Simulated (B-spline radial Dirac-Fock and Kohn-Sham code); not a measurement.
X-ray lines that fill the 1s vacancy in Pr

System: neutral praseodymium in the configuration [Xe] 4f3 6s2.

Input file task.json (cfg lists n, l and occupation; rrms is the nuclear radius in fm):

```json
{"items": [{
  "Z": 59,
  "q": 0,
  "cfg": [[1, 0, 2], [2, 0, 2], [2, 1, 6], [3, 0, 2], [3, 1, 6], [3, 2, 10], [4, 0, 2], [4, 1, 6], [4, 2, 10], [4, 3, 3], [5, 0, 2], [5, 1, 6], [6, 0, 2]],
  "A": 141,
  "rrms": 4.8919,
  "do": ["binding", "quiet", "decay"],
  "holes": ["K", "L1", "L2", "L3", "M1", "M2", "M3", "M4", "M5", "N1", "N2", "N3", "N4", "N5"]
}]}
```

Run with: `python xray_run.py task.json out`

Model: a relativistic independent-particle model: LDA orbitals of the hole state, radiative multipoles to third order, Auger rates from the Coulomb interaction with a continuum orbital, Dirac-Fock energies. Program: a radial B-spline solver.

```
        line  multipole  energy (eV)  width (meV)  share (%)  tabulated share (%)
  Kα2 (K-L2)         E1      35547.4         4160       28.7                 28.5
  Kα1 (K-L3)         E1      36023.8         7600       52.5                 52.0
  Kβ3 (K-M2)         E1      40648.8          735       5.07                 5.32
  Kβ1 (K-M3)         E1      40745.0         1430       9.86                 10.3
Kβ5'' (K-M4)         E2      41037.3         9.36     0.0646                    –
 Kβ5' (K-M5)         E2      41057.4         12.6     0.0868                    –
Kβ2'' (K-N2)         E1      41740.2          158       1.09                 1.16
 Kβ2' (K-N3)         E1      41760.8          309       2.13                 2.27
        K-N5         E2      41872.8         2.70     0.0187                    –
        K-O2         E1      41963.7         23.6      0.163                    –
        K-O3         E1      41966.5         45.2      0.312                    –
```

The listed lines hold 100.0 % of the radiative rate. The radiative width is 14.5 eV in the length form and 14.8 eV in the velocity form; the two differ because the transition energies are not eigenvalue differences of the potential that gave the orbitals. Kα2/Kα1 is 0.547 and Kβ/Kα is 0.232; a single-potential model such as this gives Kβ/Kα some per cent low, since it omits exchange and overlap corrections. Tabulated shares: Scofield radiative rates as tabulated in xraylib 4.2.

Values without a named source are computed, but for edge energies of neutral atoms, which are taken from tables.
